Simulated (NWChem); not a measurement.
# C₂H₄N, doublet; SMILES [CH]=NC

All runs: NWChem. Pople sets run with spherical d functions. Spin-unrestricted. In the optimisation the excess spin sits in a' (Cs, its own frame). All runs use the structure optimised with PBE0/def2-SVP, spin-unrestricted. No stability test was run on the SCF state. Level B3LYP/6-31G*: energy and gradient on several grids; changes count from the extra-fine grid, which is no exact limit either.

| grid | size of the energy change (μHa) | largest change of a gradient component (μHa/bohr) |
|---|---|---|
| xcoarse | 700 | 1000 |
| coarse | < 10 | 70 |
| medium | < 10 | < 30 |
| fine | < 10 | < 30 |
| xfine | < 10 | < 30 |
